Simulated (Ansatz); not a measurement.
Mulliken charges of `CC(=O)OBF` from ωB97M-V/def2-TZVPP in Ansatz (PBE0-D4/def2-TZVP geometry).

```tsv
atom	x (Å)	y (Å)	z (Å)	charge (e)
C1	0.172	-1.640	-0.092	-0.288
C2	0.548	-0.209	0.106	0.343
O3	1.653	0.235	0.137	-0.281
O4	-0.567	0.569	0.294	-0.288
B5	-0.571	1.913	0.049	0.304
F6	-1.646	2.563	0.445	-0.222
H7	-0.475	-1.733	-0.966	0.123
H8	-0.402	-1.986	0.770	0.127
H9	1.067	-2.244	-0.217	0.123
H10	0.303	2.481	-0.523	0.060
```

**Question.** By hand: the dipole of these point charges (1 e Å = 4.8032 D).

**Answer.** Σ q r = (0.069, -0.409, -0.223) e Å, of length 0.471 e Å = 2.26 D.

**Question.** How does the dipole of the full density compare? (An estimate is asked.)

**Answer.** Ansatz gave: (-0.175, -0.423, -0.133) e Å, 2.29 D; the point charges give 0.99 times that, at 32° from its direction.

Point charges leave out the atoms' own dipoles, such as those of lone pairs, and Mulliken's split depends on the basis, so the two needn't agree.
